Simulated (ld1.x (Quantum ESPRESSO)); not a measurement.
## LDA (PZ) TM dataset for P, scalar-relativistic all-electron reference.

```json
{"Element": "P (Z = 15)", "Generator": "ld1.x (Quantum ESPRESSO) 7.5", "Type": "norm-conserving Troullier–Martins (Kleinman–Bylander form)", "Functional": "LDA (PZ)", "Relativity": "scalar-relativistic", "Frozen core": "[Ne]", "Valence charge": "5", "Reference configuration": "3s2 3p2 (charge +1)", "Partial waves": "3p (bound): rc 1.75 bohr; 3d channel at 0.3 Ry: rc 1.60 bohr; 3s (bound): rc 1.40 bohr", "Local potential": "the s channel", "Core correction": "a·sin(br)/r model core inside 1.25 bohr"}
```

* Cutoffs needed: 30 Ry and 50 Ry (the cutoffs (Ry, on a coarse ladder) from which the occupation-weighted sum of valence levels, in a spherical-Bessel basis at the reference potential, stays within 10 and 1 mRy of its value at 400 Ry)
* Ghost test: no extra level below or beside the all-electron valence levels (p, d, s, f tested) (spherical-Bessel basis up to 400 Ry, 20 bohr box)
* Largest excitation error: +194 meV (all-electron minus pseudo) for 3s1 3p0, out of 7 test configurations
